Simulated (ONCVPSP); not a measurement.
**What one change does to a pseudopotential (Ge, ONCV)**

| Property | Result |
| --- | --- |
| Element | Ge (Z = 32) |
| Generator | ONCVPSP 4.0.1 |
| Type | optimised norm-conserving Vanderbilt (ONCV) |
| Functional | PBEsol |
| Relativity | non-relativistic |
| Frozen core | [Ne] 3s2 |
| Valence charge | 20 |
| Reference configuration | 3p6 3d10 4s2 4p1.5 (charge +0.5) |
| Partial waves | 4s: rc 1.90 bohr, ncon 4, nbas 8, qcut 3 1/bohr, 2 projectors, debl 0.8 Ha; 3p+4p: rc 1.20 bohr, ncon 4, nbas 7, qcut 11.3 1/bohr, 2 projectors; 3d: rc 1.05 bohr, ncon 3, nbas 8, qcut 18 1/bohr, 2 projectors, debl 3 Ha |
| Local potential | polynomial inside 0.65 bohr (lpopt 5, dvloc0 0 Ha) |
| Core correction | Teter function, fcfact 4, rcfact 1.25 |

Change: s: qcut 3.2; p: qcut 12; d: qcut 19.1.

Cutoffs: the cutoffs (Ha) at which the residual kinetic energy of the hardest occupied pseudo-wave falls to 1 and 0.1 mHa per electron; they do not see the model core or the augmentation charge, which bear on the density cutoff. Errors are all-electron minus pseudo energies relative to the spin-unpolarised reference configuration.

Problem. Predict the effect on cutoff, ghosts and configuration errors.

Solution. The potential gets neither clearly harder nor softer (111 Ha and 125 Ha → 117 Ha and 133 Ha); the bound ghosts move from s to p, s; of the 4 tests that both files solve, the error grows in 0 and shrinks in 1 by more than 15 % and 0.3 meV (median size 0.5 → 0.3 meV).

| quantity | base | changed |
| --- | --- | --- |
| cutoff, loose | 111 Ha | 117 Ha |
| cutoff, tight | 125 Ha | 133 Ha |
| loose cutoff by channel | s 28 Ha, p 50 Ha, d 111 Ha | s 22 Ha, p 52 Ha, d 117 Ha |
| bound ghosts | s | s, p |
| GHOST(+) flags under 300 eV | none | none |
| error for 3p6 3d10 4s2 4p2, meV [ΔE -2.82 eV] | 0.0 | 0.0 |
| error for 3p6 3d10 4s2 4p1, meV [ΔE 4.66 eV] | 0.0 | 0.0 |
| error for 3p6 3d10 4s2 4p0, meV [ΔE 20.12 eV] | +1.0 | +0.5 |
| error for 3p6 3d10 4s0 4p0, meV [ΔE 99.77 eV] | -66 | -58 |
| s: phases at 1.93 bohr within 0.05 rad from the reference energy up to (Ha; the scan ends near 5) | 3.2 | 3.2 |
| p: phases at 1.22 bohr within 0.05 rad from the reference energy up to (Ha; the scan ends near 5) | to the end of the scan | to the end of the scan |
| d: phases at 1.07 bohr within 0.05 rad from the reference energy up to (Ha; the scan ends near 5) | to the end of the scan | to the end of the scan |
| rms error of d²Exc/dni dnj with the model core, mHa | 2.43 | 2.47 |

 A true bound ghost makes a file unfit for plane-wave use even where its test errors are small: the radial tests pick states by their node count and pass the ghost by.
